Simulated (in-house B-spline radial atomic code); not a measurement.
How numerical settings move a run on Rh²⁺, [Kr] 4d7. Computed with a B-spline radial code for spherical atoms: scalar-relativistic (X2C) TPSS, spherical fractional occupations, Fermi nucleus of rms radius 4.4945 fm.

Command:
```bash
python run_scf.py task.json out
```
Settings of the sound reference run:
```
Z                45
electrons        43
configuration    [Kr] 4d7
hamiltonian      x2c
method           tpss,tpss
spin_polarised   False
nucleus          fermi
rms_radius       4.4945
mass_number      103
atomic_mass      102.9055
speed_of_light   137.036
knot_spacing     0.22
spline_order     8
gauss_points     12
box_radius       22.22
max_iterations   70
damping          0.5
damped_steps     3
diis_vectors     10
tolerance        1e-08
start            Thomas-Fermi
```

Run time, properties included: 0.39 s on 1 thread of Arm Neoverse N1, on a shared host.

It converges in 9 iterations to -4782.441495 hartree, with 4d at -25.6151 eV. The other runs change the listed settings, some to values that make no sense; their results aren't properties of the atom or ion. Radii are in bohr (the nuclear one in fm), a minus after a letter asks for a j subshell, and «unchanged» means within 1e-8 hartree. The run stops when the residual is below 10 × tolerance × max(1, Z/10), or a noise floor if that is larger, and the energy moves by less than 1e-8 × √|E| hartree; so very loose and very tight tolerances often act alike.

```tsv
changed settings	outcome
electrons = 44, configuration = [Kr] 4d7 5s-1, max_iterations = 60	stopped with error: j subshells need the Dirac Hamiltonian and l > 0
electrons = 51, configuration = [Kr] 4d7 6s2 6p6, max_iterations = 75	converged in 11 iterations to -4781.9920 hartree, a different physical problem (warning: 6s has a positive eigenvalue: unbound, held by the box)
gauss_points = 6	converged in 9 iterations, energy +1.59e-07 hartree from the reference
gauss_points = 8	converged in 9 iterations, energy +1.19e-07 hartree from the reference
max_iterations = 8, start = bare nucleus	not converged after 8 iterations, last residual 7.0e-07, last energy +0.00e+00 hartree from the reference
spline_order = 7	converged in 9 iterations, energy -1.38e-06 hartree from the reference, 4d level -4.9e-05 eV
gauss_points = 4	converged in 9 iterations, energy -2.39e-06 hartree from the reference, 4d level +4.1e-06 eV
spline_order = 4	converged in 9 iterations, energy +2.38e-03 hartree from the reference, 4d level -3.1e-04 eV
spline_order = 6	converged in 9 iterations, energy +3.57e-05 hartree from the reference, 4d level +1.1e-05 eV
box_radius = 0.89	converged in 7 iterations, energy +2.44e+02 hartree from the reference, 4d level +6.3e+02 eV (the program warns: 4d has a positive eigenvalue: unbound, held by the box; 3d has a positive eigenvalue: unbound, held by the box)
box_radius = 4.44	converged in 7 iterations, energy +1.82e-02 hartree from the reference, 4d level +5.1e-01 eV (the program warns: 4d reaches the box edge; 4s reaches the box edge)
gauss_points = 3	converged in 13 iterations, energy -2.10e+02 hartree from the reference, 4d level -6.8e-02 eV (the program warns: states collapsed into the nucleus by a negative tau potential were left out of the aufbau)
spline_order = 5, max_iterations = 75, diis_vectors = 1	not converged after 75 iterations, last residual 1.5e-02, last energy +1.03e-02 hartree from the reference
spline_order = 10	converged in 9 iterations, energy -3.70e-06 hartree from the reference, 4d level -3.4e-05 eV
box_radius = 1.33	converged in 7 iterations, energy +4.58e+01 hartree from the reference, 4d level +1.7e+02 eV (the program warns: 4d has a positive eigenvalue: unbound, held by the box; 4s has a positive eigenvalue: unbound, held by the box)
spline_order = 5	converged in 9 iterations, energy +5.13e-05 hartree from the reference, 4d level -6.9e-05 eV
box_radius = 2.22	converged in 8 iterations, energy +3.07e+00 hartree from the reference, 4d level +2.4e+01 eV (the program warns: 4d reaches the box edge; 3d reaches the box edge)
box_radius = 6.67	converged in 9 iterations, energy +1.13e-04 hartree from the reference, 4d level +6.8e-03 eV (the program warns: 4d reaches the box edge)
box_radius = 44.44	converged in 9 iterations, energy +5.17e-07 hartree from the reference
```

What happens with box_radius = 11.11?

Converged in 9 iterations, energy -5.34e-08 hartree from the reference, 4d level +2.8e-06 eV.

What happens with spline_order = 5, gauss_points = 5, max_iterations = 60, diis_vectors = 2?

Converged in 9 iterations, energy +5.13e-05 hartree from the reference, 4d level -7.5e-05 eV.

What happens with gauss_points = 5?

Converged in 9 iterations, energy +1.27e-07 hartree from the reference.

What happens with box_radius = 3.33?

Converged in 7 iterations, energy +2.09e-01 hartree from the reference, 4d level +3.4e+00 eV (the program warns: 4d reaches the box edge; 4s reaches the box edge).
